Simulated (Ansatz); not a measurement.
Job for Ansatz (a program for electronic structure): R-wB97X-V/def2-TZVPPD on H4OSi (SMILES O[SiH3]) with ghost functions, monomers drawn apart or pushed together. Files ending in .json are basis or fitting sets from the Basis Set Exchange.

Ansatz 0.2 input:
```yaml
crystal:
  periodic: [false, false, false]
  atoms:
    - {symbol: O, position_ang: [0.75711609, 0.37899420, 4.77606502]}
    - {symbol: Si, position_ang: [-0.63684907, 0.49283525, 5.65048038]}
    - {symbol: H, position_ang: [0.68988521, 0.21395964, 3.83155383]}
    - {symbol: H, position_ang: [-1.49700956, 1.60500028, 5.17275493]}
    - {symbol: H, position_ang: [-0.22720501, 0.74438423, 7.04630225]}
    - {symbol: H, position_ang: [-1.43415235, -0.75788967, 5.58038369]}
basis:
  gaussian:
    orbitals: def2-TZVPPD.json
    ghost_atoms:
      - {symbol: N, position_ang: [0.15313107, -0.64639390, -1.14563864]}
      - {symbol: N, position_ang: [0.36035999, -0.46325078, -0.09117521]}
hamiltonian:
  xc: {name: wB97X-V}
scf: {lower_state_search: off}
```

Question: What total energy does the run end on?

Answer: -367.1268 hartree.

Question: How many basis functions does it have, and what does it roughly cost on one machine?

Answer: 230 functions; about 5 core-seconds (a rough figure).
